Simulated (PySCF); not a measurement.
Isomers of [C7H12F]+ (charge +1), from PBE0-D3(BJ)/def2-SVP geometry optimisation, gas phase in PySCF 2.14.0. One conformer each, no zero-point energy, no frequencies.

**Question.** Which isomer lies lower at this level?
A. `[CH3:1][C+:2]([CH2:3][F:4])[CH2:5][CH:6]1[CH2:7][CH2:8]1` (charge +1) with C1–C2–C3–F4 180°, C1–C2–C5–C6 -2°, C2–C5–C6–C7 -154°: A = 3592, B = 1131, C = 928.7 MHz, dipole 4.13 D
B. `[CH3:1][C+:2]1[CH2:3][CH2:4][CH2:5][CH2:6][C@H:7]1[F:8]` (charge +1) with C1–C2–C3–C4 109°, C2–C3–C4–C5 58°, C3–C4–C5–C6 -57°, C4–C5–C6–C7 55°: A = 2846, B = 1964, C = 1329 MHz, dipole 3.02 D

**Answer.** B. That is `C[C+]1CCCC[C@H]1F`, 32.0 kcal/mol below the other.

| SMILES | mapped SMILES | E (Eh) | relative (kcal/mol) | relative (kJ/mol) | dipole about centre of mass (D) |
| --- | --- | --- | --- | --- | --- |
| C[C+]1CCCC[C@H]1F | [CH3:1][C+:2]1[CH2:3][CH2:4][CH2:5][CH2:6][C@H:7]1[F:8] | -372.84083 | 0.0 | 0.0 | 3.02 |
| C[C+](CF)CC1CC1 | [CH3:1][C+:2]([CH2:3][F:4])[CH2:5][CH:6]1[CH2:7][CH2:8]1 | -372.78988 | 32.0 | 133.8 | 4.13 |

As drawn, the higher has a three-membered ring, which the lower lacks.
